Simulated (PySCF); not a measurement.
Structure problem from calculated spectra and properties.

Formula: C2H10OSi2.

| Property | Result |
| --- | --- |
| Valence photoelectron | vertical ionisation energy: 10.35 eV [ΔSCF wB97X-D/def2-SVPD] |
| XPS | Si2p3/2 107.2 (×2), C1s 290.3 (×2), O1s 537.5, Si1s 1847.1 (×2) eV [ΔSCF SCAN, pcX-2 on the ionised atom, pcseg-1 elsewhere, spin-free X2C, 2p3/2 from a spin–orbit splitting computed afterwards within the 2p shell] |
| Dipole | 1.60 D [wB97X-D/def2-SVPD] |
| 13C NMR | chemical shifts (computed TMS as zero) by class: 0.9 (2 C) ppm [GIAO PBE0/pcSseg-1] |
| Rotational structure | rotational constants A, B, C: 4.991, 1.733, 1.374 GHz [PBE0-D3(BJ)/def2-SVP] |
| Triplet | lowest triplet excitation (Tamm–Dancoff): 7.34 eV [TDA wB97X-D/def2-SVPD] |

Gas-phase values; electronic properties from PySCF, density fitting. Levels stand in brackets. One conformer (not necessarily the lowest) at the PBE0-D3(BJ)/def2-SVP geometry, without solvent, vibrations or thermal averaging. Each NMR value is the plain mean over a class of atoms that symmetry, rotation or inversion makes alike.

Question: Propose a structure and show how it fits.

Answer: Numbering: `[CH3:1][SiH2:2][O:3][SiH2:4][CH3:5]`. Its formula, C2H10OSi2, gives 0 degrees of unsaturation, so no ring and no π bond. 2 carbons fall into 1 class: Si-methyl carbon [C1/C5] (0.9 ppm, 2 C). The core levels belong to: Si2p3/2 107.2 eV, oxygen-bound silicon [Si2/Si4]; C1s 290.3 eV, Si-methyl carbon [C1/C5]; O1s 537.5 eV, siloxane oxygen [O3]; Si1s 1847.1 eV, oxygen-bound silicon [Si2/Si4]. One atom of each topological class was ionised and stands for its class. The first electron is taken from the HOMO, whose largest Löwdin shares are 0.31 on the siloxane oxygen, 0.12 on an oxygen-bound silicon, 0.12 on an Si-methyl carbon and 0.11 on an oxygen-bound silicon. The optimised geometry has point group C1 and is an asymmetric top. Structure: `O([SiH2]C)[SiH2]C`. Computed isomers that give other values at the same levels: `CC[SiH2]O[SiH3]` (13C chemical shifts (computed TMS as zero) by class: 10.3 (1 C), 9.3 (1 C) ppm); `C[SiH](C)[SiH2]O` (rotational constant A: 3.789 GHz; this holds for the one conformer computed); `COC[SiH2][SiH3]` (13C chemical shifts (computed TMS as zero) by class: 63.6 (1 C), 59.9 (1 C) ppm). The assignments are read from this structure; whether some other isomer fits the data as well wasn't checked.

Shape of the structure used: `[CH3:1][SiH2:2][O:3][SiH2:4][CH3:5]`: C1–Si2–O3–Si4 -27°, Si2–O3–Si4–C5 52°.
